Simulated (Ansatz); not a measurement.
One change: `[CH3][Mo](=[O])([OH])=[S]` becomes `[O]=[Mo]([OH])([F])=[S]`.

Ansatz, PBE0-D4/def2-TZVP geometries, multiplicity 1. Each molecule was computed in one conformer, which needn't be the lowest.

Elements past krypton have def2 core potentials.

| property | `[CH3][Mo](=[O])([OH])=[S]` |
| --- | --- |
| size of the dipole moment (ωB97M-V/def2-TZVPP) / D | 2.96 |
| HOMO energy (B3LYP/def2-TZVPP) / eV | -7.48 |
| HOMO energy (ωB97M-V/def2-TZVPP) / eV | -9.84 |
| HOMO–LUMO gap (ωB97M-V/def2-TZVPP) / eV | 9.02 |
| zero-point energy (PBE0-D4/def2-TZVP) / kJ/mol | 141.9 |
| HOMO–LUMO gap (PBE0/def2-TZVPP) / eV | 4.84 |

(1) Give the same properties after the change, and the shifts. (Estimate.)

## Answers

(1) The calculation gave: 
```
                                          property  `[O]=[Mo]([OH])([F])=[S]`  shift
size of the dipole moment (ωB97M-V/def2-TZVPP) / D                       2.51  -0.45
               HOMO energy (B3LYP/def2-TZVPP) / eV                      -7.78  -0.30
             HOMO energy (ωB97M-V/def2-TZVPP) / eV                     -10.12  -0.28
           HOMO–LUMO gap (ωB97M-V/def2-TZVPP) / eV                       9.16   0.14
    zero-point energy (PBE0-D4/def2-TZVP) / kJ/mol                       54.5  -87.4
              HOMO–LUMO gap (PBE0/def2-TZVPP) / eV                       4.98   0.14
```

With PBE0 the HOMO falls by 0.30 eV and the LUMO falls by 0.16 eV, so the gap widens by about 0.14 eV. PBE moves the HOMO by -0.25 eV and ωB97M-V by -0.28 eV. The zero-point energy changes by -87.4 kJ/mol with -9 modes. Dipoles are sizes alone; their direction can turn.

B3LYP here is the variant with VWN-RPA as its local correlation; programs differ in this.
